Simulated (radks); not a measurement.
Spin polarisation of the 3d8 shell in the nickel ion Ni2+. Start: [Ar] 3d(up 4, down 4); electrons of 3d are moved from spin down to spin up, other shells keep equal spins. All-electron calculation, scalar-relativistic Kohn-Sham, PBEsol, spin-polarised, spherical densities, finite nucleus; Fermi nuclear charge, rms radius of each element as measured or else 0.836 A^(1/3) + 0.57 fm. Program: a radial shooting solver on a logarithmic mesh with Libxc functionals.

| moment (Bohr magnetons) | E - E(0) (eV) | e(3d up) (eV) | e(3d down) (eV) | 3p down minus up (eV) |
|---|---|---|---|---|
| 0 | 0.000 | -28.340 | -28.340 | 0.000 |
| 0.5 | -0.064 | -28.589 | -28.077 | 0.551 |
| 1 | -0.256 | -28.824 | -27.800 | 1.103 |
| 1.5 | -0.576 | -29.046 | -27.509 | 1.655 |
| 2 | -1.025 | -29.254 | -27.204 | 2.208 |

At moment 2 the spin-polarisation energy is -1.025 eV and the 3d exchange splitting 2.050 eV, that is 1.025 eV per Bohr magneton; E = -I m^2/4 would give I = 1.025 eV.
